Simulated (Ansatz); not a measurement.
The lowest singlet and triplet of C6H4 (SMILES [c]1cc[c]cc1); geometries from B3LYP-D3(BJ)/def2-TZVP, each state relaxed from the structure named, with no frequency check, low spin by broken symmetry.
Singlet (charge 0, multiplicity 1):
```xyz
10

C     -0.0529     1.3307    -0.0431
C      1.1861     0.7559    -0.0366
C      1.2425    -0.6602     0.0093
C      0.0529    -1.3307     0.0431
C     -1.1861    -0.7559     0.0366
C     -1.2425     0.6602    -0.0093
H      2.1060     1.3259    -0.0645
H      2.2047    -1.1560     0.0159
H     -2.1060    -1.3259     0.0645
H     -2.2047     1.1560    -0.0159
```
Triplet (charge 0, multiplicity 3):
| atom | x (Å) | y (Å) | z (Å) |
|---|---|---|---|
| C | -0.0522 | 1.3129 | -0.0425 |
| C | 1.1999 | 0.7494 | -0.0365 |
| C | 1.2557 | -0.6527 | 0.0089 |
| C | 0.0522 | -1.3129 | 0.0425 |
| C | -1.1999 | -0.7494 | 0.0365 |
| C | -1.2557 | 0.6527 | -0.0089 |
| H | 2.1046 | 1.3447 | -0.0651 |
| H | 2.2047 | -1.1750 | 0.0166 |
| H | -2.1046 | -1.3447 | 0.0651 |
| H | -2.2047 | 1.1750 | -0.0166 |

A positive gap puts the triplet lower; no zero-point energy. R- takes a restricted singlet, here one determinant of a half-filled degenerate or near-degenerate pair, which mixes singlet states. The triplet is unrestricted in single-reference levels. Active spaces average the two states.

Correlated levels freeze the cores.

Codes used: Ansatz (Gaussian basis) for Hartree–Fock, density functionals and correlated methods. Values without a source in brackets are computed.

**Question.** Estimate the gap E(singlet) − E(triplet), adiabatic that R-BHLYP/def2-TZVPP returns for this input.

**Answer.** 40.2 kcal/mol

**Question.** What gap E(singlet) − E(triplet), adiabatic does FIC-NEVPT4(SD) on SA-CASSCF(2,2)/cc-pVDZ give?

**Answer.** -2.7 kcal/mol

**Question.** Predict the gap E(singlet) − E(triplet), adiabatic from R-MP2/cc-pVDZ.

**Answer.** -39.0 kcal/mol

Doubts at one or more of the structures used: a restricted determinant that unrestricted orbitals would lower (R-BHLYP/def2-TZVPP, R-MP2/cc-pVDZ); a spin-contaminated determinant (R-MP2/cc-pVDZ).

Ansatz is a program for electronic structure.
